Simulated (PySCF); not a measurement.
**ZnO⁻: one state, many levels of theory**

State: ²Σ⁺ (doublet), unpaired electrons σ ↑. Set-up: basis Zn def2-SVPD, O def2-SVPD; no relativity; PySCF 2.14. De refers to Zn + O⁻ in their high-spin ground configurations, without counterpoise correction. The functionals are run spin-unrestricted. A positive dipole points towards O; it is taken about the centre of mass and depends on that origin. Levels whose curve was spin-contaminated or gave no clean fit are not listed.

```
  Level  Re (Å)  ωe (cm⁻¹)  De (eV)  μ (D)
    PBE   1.773        639     2.69  -3.45
   TPSS   1.766        650     2.69  -3.40
 r²SCAN   1.752        671     2.75  -3.46
  B3LYP   1.787        597     2.11  -3.71
   PBE0   1.769        628     2.28  -3.68
 M06-2X   1.791        621     2.01  -3.99
LC-ωPBE   1.731        714     2.41  -4.29
```

The bond length runs from 1.731 Å (LC-ωPBE) to 1.791 Å (M06-2X). De spans 2.01 eV (M06-2X, hybrid meta-GGA) to 2.75 eV (r²SCAN, meta-GGA).

For an ion De counts to the pair picked by the measured ionisation energies or electron affinities, which need not be the lowest pair at this level. The highest Kohn–Sham level is positive in this anion. Much of that is self-interaction error, but it also means that the finite basis helps to hold the extra electron. The state was picked by a PBE0 search and need not be the measured ground state.
